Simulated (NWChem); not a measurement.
System: C2H2F, doublet; SMILES C=[C]F

Output (shortened):

```
             Northwest Computational Chemistry Package (NWChem) 7.3.0
             --------------------------------------------------------

 CS  symmetry detected

                             Geometry "geometry" -> ""
                             -------------------------

 Output coordinates in angstroms (scale by  1.889725989 to convert to a.u.)

  No.       Tag          Charge          X              Y              Z
 ---- ---------------- ---------- -------------- -------------- --------------
    1 C                    6.0000     0.13584635     1.19797798     0.00000000
    2 C                    6.0000    -0.42335117     0.00460665     0.00000000
    3 F                    9.0000     0.10944398    -1.17918142     0.00000000
    4 H                    1.0000     1.22764130     1.30441609     0.00000000
    5 H                    1.0000    -0.48760820     2.09270900     0.00000000

 Effective nuclear repulsion energy (a.u.)      60.7852936032

      Symmetry information
      --------------------

 Group name             Cs
 Group number              2
 Group order               2
 No. of unique centers     5

                                 NWChem DFT Module
                                 -----------------

 Summary of "ao basis" -> "ao basis" (spherical)
 ------------------------------------------------------------------------------
       Tag                 Description            Shells   Functions and Types
 ---------------- ------------------------------  ------  ---------------------
 C                          6-31+g*                  8       18   4s3p1d
 F                          6-31+g*                  8       18   4s3p1d
 H                          6-31+g*                  2        2   2s

      Symmetry analysis of basis
      --------------------------

        a'         43
        a"         15

            General Information
            -------------------
          SCF calculation type: DFT
          Wavefunction type:  spin polarized.
          No. of atoms     :     5
          No. of electrons :    23
           Alpha electrons :    12
            Beta electrons :    11
          Charge           :     0
          Spin multiplicity:     2
          Use of symmetry is: off; symmetry adaption is: on
          Maximum number of iterations: 150
          AO basis - number of functions:    58
                     number of shells:    28
          Convergence on energy requested:  1.00D-06
          Convergence on density requested:  1.00D-05
          Convergence on gradient requested:  5.00D-04

[...]

                                NWChem TDDFT Module
                                -------------------

            General Information
            -------------------
           No. of orbitals :     116
            Alpha orbitals :      58
             Beta orbitals :      58
        Alpha frozen cores :       0
         Beta frozen cores :       0
     Alpha frozen virtuals :       0
      Beta frozen virtuals :       0
         Spin multiplicity :       2
    Number of AO functions :      58
        Use of symmetry is : off
      Symmetry adaption is : on
         Schwarz screening :  0.10D-07

              XC Information
              --------------
              Hartree-Fock (Exact) Exchange   1.00
            CAM-Becke88 Exchange Functional   1.00
               VWN V Correlation Functional   0.19 local
       Lee-Yang-Parr Correlation Functional   0.81
           Alpha           :  0.19
           Beta            :  0.46
           Gamma           :  0.33

             TDDFT Information
             -----------------
          Calculation type : Tamm-Dancoff TDDFT
         Wavefunction type : Unrestricted
          No. of electrons :      23
           Alpha electrons :      12
            Beta electrons :      11
              No. of roots :       8
          Max subspacesize :    5600
            Max iterations :     100
               Target root :       1
           Target symmetry : none
      Symmetry restriction : off
                 Algorithm : Optimal
        Davidson threshold :  0.10D-03

    8 smallest eigenvalue differences (eV)
--------------------------------------------------------
  No. Spin  Occ  Vir  Irrep   E(Occ)    E(Vir)   E(Diff)
--------------------------------------------------------
    1    2   11   12 a"       -0.338    -0.057     7.657
    2    1   12   13 a"       -0.340     0.042    10.389
    3    1   12   14 a'       -0.340     0.047    10.535
    4    1   11   13 a'       -0.345     0.042    10.541
    5    2   11   13 a"       -0.338     0.052    10.619
    6    1   11   14 a"       -0.345     0.047    10.687
    7    2   11   14 a'       -0.338     0.058    10.784
    8    1   12   15 a'       -0.340     0.061    10.905
--------------------------------------------------------

  Entering Davidson iterations
  Unrestricted

  Iter   NTrls   NConv    DeltaV     DeltaE      Time
  ----  ------  ------  ---------  ---------  ---------
    1      8       0     0.21E+00   0.10+100        4.1
    2     16       0     0.37E-01   0.51E-01        4.9
    3     24       0     0.42E-01   0.88E-02        4.6
    4     32       0     0.45E-01   0.49E-02        4.8
    5     40       1     0.25E-01   0.38E-02        5.8
    6     47       3     0.12E-01   0.10E-02        4.1
    7     52       3     0.72E-02   0.32E-03        3.9
    8     57       4     0.33E-02   0.10E-03        3.6
    9     61       6     0.17E-02   0.15E-04        2.9
   10     63       6     0.79E-03   0.32E-05        2.3
   11     65       6     0.28E-03   0.41E-06        2.4
   12     67       7     0.12E-03   0.99E-07        2.5
   13     68       8     0.83E-04   0.11E-07        2.0
  ----  ------  ------  ---------  ---------  ---------
  Convergence criterion met

  Ground state a'       -177.074744883352 a.u.
  <S2> =   0.7628

[...]
```

Level: CAM-B3LYP/6-31+G* (spherical d), spin-unrestricted, TDA. In the optimisation the excess spin sits in a' (Cs, its own frame). The geometry was optimised at PBE0/def2-SVP, spin-unrestricted. No stability test was run on the SCF state.

Task: Reconstruct the input file.

Result: One answer among several that fit: the input that was run:
```
start job
memory heap 200 mb stack 900 mb global 1100 mb
geometry units angstroms noautoz
  C      0.131071     1.206561     0.000000
  C     -0.419632     0.009246     0.000000
  F      0.121562    -1.170726     0.000000
  H      1.222082     1.320755     0.000000
  H     -0.498726     2.096839     0.000000
end
basis spherical
  C library 6-31+g*
  F library 6-31+g*
  H library 6-31+g*
end
dft
  odft
  mult 2
  xc xcamb88 1.00 lyp 0.81 vwn_5 0.19 hfexch 1.00
  cam 0.33 cam_alpha 0.19 cam_beta 0.46
  iterations 150
end
tddft
  cis
  nroots 8
end
task tddft energy
```
